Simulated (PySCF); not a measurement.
Screening by computed properties: pick the candidate that meets the target.

All species are isolated and taken at one optimised geometry, non-relativistic unless stated. Electronic properties by PySCF.

The conformers computed, where there is a choice (atom-mapped SMILES and torsion angles):
- `[CH3:1][C:2]([CH3:3])([Cl:4])[CH2:5][C:6](=[O:7])[OH:8]`: C1–C2–C5–C6 63°, C2–C5–C6–O7 0°, H–O8–C6–C5 180°
- `[CH3:1][C@:2]1([C:3]([F:4])([F:5])[F:6])[CH2:7][CH2:8][O:9]1`: C1–C2–C3–F4 -65°
- `[CH:1]#[C:2]/[CH:3]=[C:4](/[CH3:5])[CH:6]=[CH2:7]`: C3–C4–C6–C7 180°
- `[CH:1]#[C:2][C:3]#[C:4][CH2:5][CH2:6][CH3:7]`: C4–C5–C6–C7 -66°
- `[CH2:1]=[C:2]1[CH:3]=[C:4]1[CH:5]1[CH2:6][CH2:7]1`: C3–C4–C5–C6 146°
- `[CH3:1][CH2:2][C@H:3]([CH:4]=[O:5])[C:6]([F:7])([F:8])[F:9]`: C1–C2–C3–C4 -74°, C2–C3–C4–O5 4°, C2–C3–C6–F7 -59°
- `[CH3:1][CH2:2][CH2:3][CH2:4][C:5]#[N+:6][CH3:7]`: C1–C2–C3–C4 64°, C2–C3–C4–C5 179°
- `[CH3:1][O:2][C@@H:3]([CH3:4])[CH2:5][C:6](=[O:7])[Cl:8]`: C1–O2–C3–C4 159°, O2–C3–C5–C6 167°, C3–C5–C6–O7 -50°
- `[CH3:1][CH2:2][C@@:3]([F:4])([CH2:5][F:6])[C:7](=[O:8])[F:9]`: C1–C2–C3–F4 57°, C2–C3–C5–F6 168°, C2–C3–C7–O8 -61°

(1) Wanted: HOMO energy above -6 eV (PBE0/def2-SVPD) and lowest triplet excitation (Tamm–Dancoff) below 3.7 eV (TDA PBE0/def2-SVPD), at GFN2-xTB geometries. Which candidate meets both?
A. `FC([C@H](CC)C=O)(F)F`
B. `C(/C#C)=C(/C=C)C`
C. `C1(C2C(C=2)=C)CC1`
D. `C[C@]1(C(F)(F)F)CCO1`
E. `CC(C)(Cl)CC(=O)O`
F. `C[N+]#CCCCC`
G. `C#CC#CCCC`

(2) Wanted: lowest singlet excitation between 4.5 eV and 4.9 eV (TDDFT PBE0/def2-SVPD) and static isotropic polarisability above 80 au (PBE0/def2-SVPD), at GFN2-xTB geometries. Which candidate meets both?
A. `CC[C@H](C=O)C(F)(F)F`
B. `CC1=C[C@@H]2C=C[C@H]12`
C. `CC(C)(Cl)CC(=O)O`
D. `C[C@]1(C(F)(F)F)CCO1`
E. `C#C/C=C(/C)C=C`
F. `CO[C@@H](C)CC(=O)Cl`
G. `CCCCC#[N+]C`

(3) Wanted: HOMO–LUMO gap between 8.2 eV and 8.4 eV (PBE0/def2-SVPD) and smallest rotational constant below 1.5 GHz (GFN2-xTB), at GFN2-xTB geometries. Which candidate meets both?
A. `CC(C)(Cl)CC(=O)O`
B. `C=C1C=C1C1CC1`
C. `CO[C@@H](C)CC(=O)Cl`
D. `C[C@]1(C(F)(F)F)CCO1`
E. `CC[C@@](F)(CF)C(=O)F`

(4) Wanted: dipole moment above 3.5 D (PBE0/def2-SVPD) and electronic spatial extent ⟨r²⟩ about the centre of nuclear charge below 1200 bohr² (PBE0/def2-SVPD), at GFN2-xTB geometries. Which candidate meets both?
A. `C[C@]1(C(F)(F)F)CCO1`
B. `C=C1C=C1C1CC1`
C. `[C@@](C(F)=O)(F)(CC)CF`
D. `C(#CCCC)C#C`
E. `CC(C)(Cl)CC(=O)O`
F. `CO[C@@H](C)CC(=O)Cl`
G. `C#C/C=C(/C)C=C`

Answers

(1) C. Computed values:
| species | HOMO energy | lowest triplet excitation (Tamm–Dancoff) |
| --- | --- | --- |
| C[N+]#CCCCC | -13.08 eV | 5.98 eV |
| CC(C)(Cl)CC(=O)O | -8.40 eV | 5.36 eV |
| FC([C@H](CC)C=O)(F)F | -8.09 eV | 3.61 eV |
| C[C@]1(C(F)(F)F)CCO1 | -7.94 eV | 6.99 eV |
| C#CC#CCCC | -7.14 eV | 3.81 eV |
| C(/C#C)=C(/C=C)C | -6.49 eV | 2.68 eV |
| C1(C2C(C=2)=C)CC1 | -5.73 eV | 3.41 eV |

(2) E. Computed values:
| species | lowest singlet excitation | static isotropic polarisability |
| --- | --- | --- |
| CC[C@H](C=O)C(F)(F)F | 4.27 eV | 64.7 au |
| C#C/C=C(/C)C=C | 4.73 eV | 92.0 au |
| CO[C@@H](C)CC(=O)Cl | 5.06 eV | 84.0 au |
| CC1=C[C@@H]2C=C[C@H]12 | 5.32 eV | 73.9 au |
| CC(C)(Cl)CC(=O)O | 5.90 eV | 81.3 au |
| CCCCC#[N+]C | 6.44 eV | 78.2 au |
| C[C@]1(C(F)(F)F)CCO1 | 7.37 eV | 63.1 au |

(3) E. Computed values:
```csv
species,HOMO–LUMO gap,smallest rotational constant
C=C1C=C1C1CC1,5.56 eV,1.585 GHz
CO[C@@H](C)CC(=O)Cl,6.56 eV,0.776 GHz
CC(C)(Cl)CC(=O)O,8.14 eV,0.908 GHz
CC[C@@](F)(CF)C(=O)F,8.28 eV,1.190 GHz
C[C@]1(C(F)(F)F)CCO1,8.56 eV,1.334 GHz
```

(4) C. Computed values:
```
               species  dipole moment  electronic spatial extent ⟨r²⟩ about the centre of nuclear charge
        C#C/C=C(/C)C=C         0.89 D                                                          904 bohr²
           C(#CCCC)C#C         1.37 D                                                         1157 bohr²
      CC(C)(Cl)CC(=O)O         1.87 D                                                         1304 bohr²
   CO[C@@H](C)CC(=O)Cl         2.32 D                                                         1505 bohr²
         C=C1C=C1C1CC1         2.58 D                                                          807 bohr²
  C[C@]1(C(F)(F)F)CCO1         3.08 D                                                         1008 bohr²
[C@@](C(F)=O)(F)(CC)CF         3.92 D                                                         1113 bohr²
```
